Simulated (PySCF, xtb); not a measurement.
Zn(I)(SeH) (HISeZn), SMILES [SeH][Zn][I].

xtb with GFN2-xTB at its own geometry gives an orbital gap of 3.56 eV and a dipole moment of 4.24 D.

Coordinates come from a r2SCAN-D4/def2-SVP optimisation. The structure was generated by enumeration; whether it is a known compound was not checked. The def2 effective core potentials stand for the cores of I; spin–orbit coupling is left out. One conformer was computed; it need not be the lowest.

Problem. What does M06-2X/def2-TZVPD in PySCF give? (The exact figures need the calculation; the answer reports its results.)

Solution. gap 7.53 eV (levels -8.40 and -0.87 eV), dipole 0.71 D.
